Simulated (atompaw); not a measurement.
## Al: PAW (atompaw) pseudisation with PBE, scalar-relativistic reference atom.

```
Element                 : Al (Z = 13)
Generator               : atompaw 4.2.0.5
Type                    : PAW
Functional              : PBE
Relativity              : scalar-relativistic
Frozen core             : [Ne]
Valence charge          : 3
Reference configuration : 3s1.5 3p0 (charge +1.5)
Partial waves           : 3s (bound): rc 2.75 bohr; 3s channel at -0.9 Ry: rc 1.70 bohr; 3p (bound, empty): rc 2.75 bohr; 3p channel at 1.1 Ry: rc 2.75 bohr; 3d channel at 0.05 Ry: rc 2.05 bohr
Local potential         : troulliermartins scheme with l = 3 at 0 Ry, radius 2.45 bohr
Core correction         : smooth core density matched at 2.05 bohr
Augmentation charge     : besselshape compensation charge, radius 2.45 bohr; PAW radius 2.75 bohr; waves and projectors: custom polynom2 7 10 vanderbiltortho
```

All-electron outer shells of the reference configuration (PBE, scalar-relativistic, ld1.x):

```
shell  level (eV)  outermost node (bohr)  outermost maximum (bohr)
   3s      -19.20                   0.79                      1.96
   3p      -13.04                   0.81                      2.28
```

Results:

```
Cutoffs needed                                           : 8 Ry and 15 Ry (the cutoffs (Ry, on a coarse ladder) from which the occupation-weighted sum of valence levels, in a spherical-Bessel basis at the reference potential, stays within 10 and 1 mRy of its value at 400 Ry)
Ghost test                                               : ghost state, extra bound levels that the all-electron valence spectrum of the same l lacks: s at -16.1 eV; a true bound ghost makes a file unfit for plane-wave use (spherical-Bessel basis up to 400 Ry, 20 bohr box)
Lowest eigenvalue of the overlap operator                : 0.36 (s channel)
Overlap eigenvalues printed by atompaw (projector basis) : 0.142, 1.62, 1.91, 110, 193
Share of each valence orbital outside the PAW sphere     : 3s 26 %, 3p 43 %
```

Generation and tests took about 0.55 s on one core of a shared server CPU.
